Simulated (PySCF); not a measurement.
Electron correlation in Ne⁺ (neon, charge +1)

[He] 2s2 2p5, 2P determinant. Computed with PySCF 2.14 in jorge-DZP-DKH (4s2p1d, 15 functions), with the spin-free X2C one-electron Hamiltonian (Gaussian nucleus). Frozen: 1s2; 7 electrons correlated.

MP2 pair energies summed by pair of shells (mhartree):

```
 pair  energy  share (%)
2p-2p  -74.74       62.6
2s-2p  -37.19       31.1
2s-2s   -7.53        6.3
```

Total MP2 correlation energy: -119.47 mhartree.

Same-spin part -29.53 and opposite-spin part -89.93 mhartree; SCS-MP2 scales them by 1/3 and 6/5 to -117.76 mhartree.

```
  level  correlation energy (mhartree)
   CCSD                        -129.45
    (T)                          -1.33
CCSD(T)                        -130.78
```

Diagnostics: T1 = 0.0045, D1 = 0.0075, largest double amplitude 0.034.

Cost of the coupled-cluster step: 0.16 s of wall time on 1 thread of Neoverse-N1 (shared host), for 7 correlated electrons.
